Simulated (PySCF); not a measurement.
Z-matrix (Å, degrees):
```
Mo
N 1 2.0024
H 2 1.0246 1 122.60
H 2 1.0259 3 110.87 1 -162.31
N 1 2.0024 2 154.19 3 -134.36
H 5 1.0247 1 122.61 2 -134.36
H 5 1.0259 6 110.86 1 -162.35
N 1 2.0025 2 87.18 3 9.31
H 8 1.0247 1 122.60 2 -78.01
H 8 1.0259 9 110.88 1 -162.43
N 1 2.0025 2 78.73 3 167.61
H 11 1.0247 1 122.61 2 167.53
H 11 1.0259 12 110.87 1 -162.42
N 1 2.0025 2 87.14 3 -77.98
H 14 1.0246 1 122.63 2 9.28
H 14 1.0259 15 110.88 1 -162.49
N 1 2.0026 2 113.27 3 85.71
H 17 1.0247 1 122.60 2 85.80
H 17 1.0259 18 110.87 1 -162.28
```
Charge 0, multiplicity 1.

**Question.** Estimate the total energy, dipole moment, LUMO, HOMO–LUMO gap and HOMO that PBE-D3(BJ)/def2-TZVP // BP86-D3(BJ)/def2-SVP (PySCF) returns for this input.

**Answer.** 
- total energy: -403.8395 Ha
- dipole moment: 0.01 D
- LUMO: -2.45 eV
- HOMO–LUMO gap: 2.46 eV
- HOMO: -4.91 eV
